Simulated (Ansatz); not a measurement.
Reaction: H3BNO (SMILES [O]BN, doublet) → H3BNO (SMILES N[B]O, doublet)
Each species at its own B3LYP-D3(BJ)/def2-TZVP minimum (Ansatz, a quantum-chemistry and plane-wave program), one conformer.

Wanted: isomerisation energy (electronic), in kJ/mol. Open shells are spin-unrestricted; no spin-orbit coupling. CBS(X,Y): correlation extrapolated as X^-3, Hartree-Fock from the larger set. A bracket is a step between two methods taken in the basis named. Functionals run without relativity, which enters their misses. '+ core + X2C': CCSD(T) terms for core correlation (cc-pwCVTZ) and scalar relativity (cc-pVTZ-DK).

CCSD(T)/CBS(cc-pVTZ,cc-pVQZ) + [CCSDT(Q) - CCSD(T)]/cc-pVDZ + core + X2C (Ansatz) gives -18.0 kJ/mol.

Question: What does PBE/def2-TZVPD (Ansatz) give here, and how do the other levels compare?

Answer: PBE gives -10.8 kJ/mol, 7.2 kJ/mol above it. Differences of the others: r2SCAN/def2-TZVPD (Ansatz) 8.6; B3LYP/def2-TZVPD (Ansatz) 18.0; CCSD(T)/CBS(cc-pVTZ,cc-pVQZ) + core + X2C (Ansatz) -0.4 kJ/mol. Nearer than PBE: CCSD(T)/CBS(cc-pVTZ,cc-pVQZ) + core + X2C.
